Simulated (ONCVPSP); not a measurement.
## An all-electron radial function and its pseudo partner (Nb (Z = 41))

Columns: radius, all-electron u(r) and pseudo u(r) of the 4s shell (level -58.46 eV) of niobium in the configuration [Ar] 3d10 4s2 4p6 4d4 5s1; LDA (Perdew-Wang 92), scalar-relativistic, ONCV scheme, ONCVPSP 4.0.1.

| r (bohr) | all-electron | pseudo |
| --- | --- | --- |
| 0.132 | 0.3161 | 0.0710 |
| 0.265 | -0.4551 | 0.1765 |
| 0.398 | -0.4943 | 0.3323 |
| 0.530 | -0.0072 | 0.5269 |
| 0.663 | 0.5158 | 0.7308 |
| 0.795 | 0.8709 | 0.9007 |
| 0.928 | 1.0441 | 1.0072 |
| 1.060 | 1.0747 | 1.0355 |
| 1.193 | 1.0157 | 0.9933 |
| 1.325 | 0.9101 | 0.9017 |
| 1.458 | 0.7855 | 0.7837 |
| 1.590 | 0.6614 | 0.6613 |
| 1.723 | 0.5458 | 0.5458 |
| 1.855 | 0.4448 | 0.4447 |
| 1.988 | 0.3579 | 0.3579 |
| 2.120 | 0.2861 | 0.2860 |
| 2.252 | 0.2271 | 0.2271 |
| 2.385 | 0.1790 | 0.1790 |
| 2.518 | 0.1405 | 0.1405 |
| 2.650 | 0.1101 | 0.1101 |
| 2.782 | 0.0860 | 0.0860 |
| 2.915 | 0.0668 | 0.0668 |
| 3.048 | 0.0519 | 0.0518 |
| 3.180 | 0.0402 | 0.0402 |
| 3.312 | 0.0312 | 0.0312 |
| 3.445 | 0.0241 | 0.0241 |

(1) How many radial nodes do the two functions have?

(2) At about which radius was the pseudo-wave matched?

(3) Is the pseudo-wave norm-conserving?

## Answers

(1) The all-electron 4s function has n − l − 1 = 3 (the table is too coarse to show those close to the nucleus); the pseudo-wave has 0, since the states of the same l below it are removed with the core.

(2) 1.70 bohr, where the columns begin to agree (steps of 0.13 bohr).

(3) Yes: the ONCV scheme keeps the norm inside the radius equal to the all-electron one, which fixes the energy derivative of the logarithmic derivative at the level.
